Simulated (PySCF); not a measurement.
This script is equivalent to a calculation on As²⁺ (arsenic, charge +2).

```python
from pyscf import gto, scf, dft, mp, cc
import basis_set_exchange as bse
txt = bse.get_basis("cc-pVDZ-PP", elements=["As"], fmt="nwchem", header=False)
cut = txt.index("\nECP")
mol = gto.M(atom="As 0 0 0", charge=2, spin=1, symmetry="D2h",
            basis=gto.basis.parse(txt[:cut]),
            ecp={"As": gto.basis.parse_ecp(txt[cut:])})
mf = scf.UHF(mol)
mf.irrep_nelec = {'Ag': (4, 4), 'B1g': (1, 1), 'B2g': (1, 1), 'B3g': (1, 1), 'B1u': (1, 1), 'B2u': (2, 1), 'B3u': (1, 1)}
mf.kernel()
```

(1) What total energy does it give?

(2) Which occupied shell lies highest, and where?

(3) What is ⟨S²⟩, and what would a pure spin state give?

Energies and moments cover only the electrons outside the core potential.

Answers

(1) -330.19018 hartree (calculated).

(2) 4p α, at -27.756 eV.

(3) 0.758, against 0.75.
